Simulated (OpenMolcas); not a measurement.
An OpenMolcas run meant for Co2+ (ANO-R1, X2C; inactive shells 1s 2s 2p 3s 3p; intended active space 7 electrons in 5 orbitals (3d)). One step of its input:

```
&CASPT2
Multistate=10 1 2 3 4 5 6 7 8 9 10
Frozen=2 3
IPEA=0.25
Imaginary=0.1
MaxIter=60
WThr=0.0 0.3 0.05
PrWF=0.5
NoMix
Deleted=6 7
```

The run finished. Its levels beside those of a sound run (MS-CASPT2, IPEA 0.25 Eh, imaginary shift 0.1 Eh (closed shells correlated: 3s 3p)), in cm⁻¹ above each run's lowest level:

```
        Level  This run  Usual run
   3d⁷ ⁴F_9/2       0.0        0.0
   3d⁷ ⁴F_7/2       842        845
   3d⁷ ⁴F_5/2      1460       1463
   3d⁷ ⁴F_3/2      1884       1887
   3d⁷ ⁴P_5/2     17607      16590
   3d⁷ ⁴P_3/2     17714      16768
   3d⁷ ²G_9/2     18592      17113
   3d⁷ ⁴P_1/2     18224      17232
   3d⁷ ²G_7/2     19368      17900
   3d⁷ ²P_3/2     20792      20483
   3d⁷ ²P_1/2     21418      21149
3d⁷ ²D_5/2(1)     23711      23550
  3d⁷ ²H_11/2     26473      23878
   3d⁷ ²H_9/2     27156      24576
```

Which setting is unsound, and how much does it matter here?

Nearly half of the orbitals are deleted from the virtual space, which removes much of the correlation energy. Against the sound run the excited levels shown move by 910 cm-1 on average and by 2600 cm-1 at most.

Term energies are means over components that CASPT2 splits; among the terms shown or strongly mixed into the levels shown the widest spread is 900 cm-1 (3d⁷ ⁴F, the sound run). The CASPT2 spread within a term exceeds the gap to the next term for 3d⁷ ²D(1) and 3d⁷ ²H, so the order of their levels is uncertain (holds for the sound run). Some levels mix across a computed gap that differs much from the measured one, so their mixing is not that of the real levels (holds for this run). Some terms miss by over 15 % even with CASPT2, which points to a basis or an active space too small for the shells correlated (holds for this run). Levels of configurations outside the active space are missing.

A number in round brackets counts repeated terms of one configuration in the order of the reference energies.
